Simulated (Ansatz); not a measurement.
Species: CH3FSn, charge 0, singlet. CH3FSn (SMILES [CH3][Sn][F]).
B3LYP-D3(BJ)/def2-TZVP minimum from Ansatz (a quantum-chemistry and plane-wave program):
```
C
H 1 1.0909
H 1 1.0932 2 109.37
H 1 1.0932 2 109.37 3 117.50
Sn 1 2.1974 2 112.88 3 -121.25
F 5 1.9682 1 93.01 2 180.00
```

Atomisation energy term by term, kcal/mol (programs: Ansatz). Radicals and triplets start from unrestricted determinants; spin-orbit coupling is neglected. Cores are frozen in correlated methods (noble-gas shells, and filled d and f shells in the p block). Past Kr the def2 sets carry scalar-relativistic core potentials. CBS(X,Y): correlation extrapolated as X^-3, Hartree-Fock from the larger set. A bracket is a step between two methods taken in the basis named. For partners of very few electrons the exact lower level stands in for a higher one. Spin-orbit terms, left out, reach several kcal/mol for Br and I, and more for heavier atoms.

```csv
term,basis,kcal/mol
Hartree-Fock,def2-QZVPP,348.21
CCSD correlation,"CBS(def2-TZVPP,def2-QZVPP)",129.35
(T),"CBS(def2-TZVPP,def2-QZVPP)",8.61
CCSDT(Q) - CCSD(T),def2-SVP,0.67
sum: De,,486.8
```
